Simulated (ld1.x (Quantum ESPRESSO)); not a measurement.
**Before and after: RRKJ potential for copper**

```
Element                 : Cu (Z = 29)
Generator               : ld1.x (Quantum ESPRESSO) 7.5
Type                    : norm-conserving RRKJ (Kleinman–Bylander form)
Functional              : PBEsol
Relativity              : fully relativistic
Frozen core             : [Ar]
Valence charge          : 11
Reference configuration : 3d10 4s1 4p0
Partial waves           : 4p (bound, empty): rc 2.95 bohr; 3d (bound): rc 0.95 bohr; 4s (bound): rc 1.75 bohr
Local potential         : the s channel
Core correction         : a·sin(br)/r model core, default radius (core density twice the valence density)
rho0                    : 0.01
```

Open shells are filled in proportion to 2j + 1 (rel_dist='average').

Change: all radii but the core radius scaled by about 1.21 (s 2.12, p 3.58, d 1.16 bohr).

Cutoffs: the cutoffs (Ry, on a coarse ladder) from which the occupation-weighted sum of valence levels, in a spherical-Bessel basis at the reference potential, stays within 10 and 1 mRy of its value at 400 Ry; they do not see the model core or the augmentation charge, which bear on the density cutoff. Errors are all-electron minus pseudo energies relative to the spin-unpolarised reference configuration.

How do hardness, ghosts and transferability respond?

The potential gets softer (200 Ry and 260 Ry → 140 Ry and 200 Ry); of the 7 tests that both files solve, the error grows in 0 and shrinks in 1 by more than 15 % and 0.3 meV (median size 270.7 → 244.9 meV); neither file shows a bound ghost. A larger radius leaves more room for a smooth pseudo-wave, so fewer plane waves are needed.

```tsv
quantity	base	changed
cutoff, loose	200 Ry	140 Ry
cutoff, tight	260 Ry	200 Ry
loose cutoff by channel (10 mRy a level)	d 160 Ry, s 8 Ry	d 120 Ry, s 8 Ry
bound ghosts	none	none
error for 3d10 4s0 4p0, meV [ΔE 8.10 eV]	-22	-18
error for 3d9 4s0 4p0, meV [ΔE 29.42 eV]	-207	-207
error for 3d8 4s0 4p0, meV [ΔE 68.41 eV]	-1425	-1352
error for 3d9 4s1 4p1, meV [ΔE 6.86 eV]	-271	-245
error for 3d9 4s2 4p0, meV [ΔE 1.99 eV]	-281	-257
error for 3d7 4s0 4p0, meV [ΔE 128.08 eV]	-4272	-3894
error for 3d9 4s1 4p0, meV [ΔE 11.61 eV]	-223	-210
```
